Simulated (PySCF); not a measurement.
C4H3Cl2F, SMILES FC(/C=C\Cl)=C/Cl.

Coordinates come from a PBE0-D3(BJ)/def2-SVP optimisation. The structure was generated by enumeration; whether it is a known compound was not checked. One conformer was computed; it need not be the lowest.

Vertical ionisation energy (IE) and electron affinity (EA) in eV. Rows of orbital energies are one-electron estimates. Where ΔSCF, EOM or ADC give a negative EA the extra electron is unbound and the value depends on the basis.

```tsv
level	IE	EA
−ε(HOMO), −ε(LUMO), r2SCAN/def2-TZVP (PySCF)	5.92	2.41
−ε(HOMO), −ε(LUMO), PBE/def2-TZVP (PySCF)	?	?
```

Question: What belongs in the gaps? (An estimate is asked for; the answer gives what the named calculation found.)

Answer: 
- −ε(HOMO), −ε(LUMO), PBE/def2-TZVP (PySCF), IE: 5.72
- −ε(HOMO), −ε(LUMO), PBE/def2-TZVP (PySCF), EA: 2.49
